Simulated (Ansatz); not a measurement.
**Several solutions for singlet Cu2O2**

```csv
atom,x (Å),y (Å),z (Å)
Cu,1.2500,0.0000,0.0000
Cu,-1.2500,0.0000,0.0000
O,0.0000,1.3500,0.0000
O,0.0000,-1.3500,0.0000
```

Basis set: def2-SVP (spherical functions). Charge 0, multiplicity 1.

PBE0 (unrestricted) was run from several starts with Ansatz (development build ahead of 0.2.0).

```tsv
run	program	start	converged	energy (hartree)	<S²>
A	Ansatz	atomic start, no search	yes	-3430.14597	0.00
B	Ansatz	stability test followed	yes	-3430.15316	0.63
C	Ansatz	search for the lowest state	yes	-3430.15316	0.63
```

**Question.** Which runs reached the lowest solution of this kind, and what is wrong with the others?

**Answer.** B, C reached the lowest solution found. Converged but too high: A by 0.20 eV. Convergence only shows a stationary point, and even a stable one can lie too high; stability tests and further starts are what find lower ones. Caution: the unrestricted determinant is spin contaminated.
